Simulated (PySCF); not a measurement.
Chromium: a sound run and one with changed settings

Sound run: Cr⁺ [Ar] 3d5, Cr²⁺ [Ar] 3d4. All numbers are calculated (PySCF 2.14, scalar relativity by spin-free X2C-1e, in jorge-DZP-DKH (8s6p2d1f, 43 functions)). In the sound run the correlated levels freeze [Ar]. The sound run starts from symmetry-adapted Hartree-Fock orbitals and uses a fine grid where one is needed.

Changed run: all electrons correlated in a basis built for the valence shell.

```tsv
species	method	sound run (hartree)	changed run (hartree)	converged
Cr⁺	MP2	-1049.43971	-1049.78540	yes
Cr²⁺	MP2	-1048.85933	-1049.18808	yes
```

Ionisation energy of Cr⁺:

```csv
method,sound run (eV),changed run (eV)
UHF,15.062,15.062
MP2,15.793,16.254
SCS-MP2,15.305,15.725
```

A valence basis has no tight correlating functions, so it recovers only part of the core correlation, and not evenly between atom and ion.

For comparison, NIST gives 16.486 eV between the lowest levels.
